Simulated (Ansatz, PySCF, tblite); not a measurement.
Dissociation curve of BeH (cation, charge +1), singlet.

- UKS-PBE = unrestricted PBE/cc-pVTZ (Ansatz, a quantum-chemistry and plane-wave program)
- GFN2-xTB, 300 K electronic temperature (tblite)
- UHF/3-21G = PySCF 2.14.0 with unrestricted Hartree-Fock/3-21G

Energies are in kJ/mol, each relative to the lowest point of its own curve near equilibrium.

| R / Å | UKS-PBE | GFN2-xTB | UHF/3-21G |
|---|---|---|---|
| 1.07 | 74.7 | 73.1 | 77.5 |
| 1.13 | 40.1 | 42.0 | 40.7 |
| 1.21 | 12.8 | 17.1 | 12.0 |
| 1.24 | 6.9 | 11.3 | 6.0 |
| 1.29 | 1.3 | 4.7 | 0.7 |
| 1.33 | 0.0 | 1.7 | 0.0 |
| 1.38 | 1.6 | 0.1 | 2.9 |
| 1.41 | ? | 0.0 | 6.2 |
| 1.43 | 6.2 | 0.3 | 9.1 |
| 1.54 | 23.6 | 5.4 | ? |
| 1.65 | 47.7 | 14.7 | 61.5 |
| 1.79 | 82.8 | 30.0 | 97.9 |
| 1.99 | 134.9 | 56.2 | 130.6 |
| 2.19 | 179.1 | ? | 150.5 |
| 2.38 | 208.1 | 116.4 | 163.1 |
| 2.66 | 234.7 | 164.0 | 175.2 |
| 2.88 | 248.0 | 201.7 | 181.3 |
| 3.24 | 261.8 | 258.9 | 187.5 |
| 3.62 | ? | 308.4 | 191.0 |
| 3.98 | 272.6 | 343.0 | 192.8 |
| 4.68 | ? | — | ? |
| 5.23 | 271.3 | — | 194.5 |

Fill in the missing entries.


- 1.41, UKS-PBE: 4.0
- 1.54, UHF/3-21G: 31.5
- 2.19, GFN2-xTB: 85.8
- 3.62, UKS-PBE: 269.4
- 4.68, UKS-PBE: 273.2
- 4.68, UHF/3-21G: 194.2

Dashes: no converged value, or the column stops at the first point that the program doubted or that broke a chosen test of continuity, which isn't proof of a fault.

The unrestricted determinant behind UKS-PBE is spin-contaminated at 2.19 to 5.23 Å (<S²> up to 0.9, against 0.00 for a pure singlet). The unrestricted determinant behind UHF/3-21G is spin-contaminated at 1.79 to 5.23 Å (<S²> up to 1.0, against 0.00 for a pure singlet).
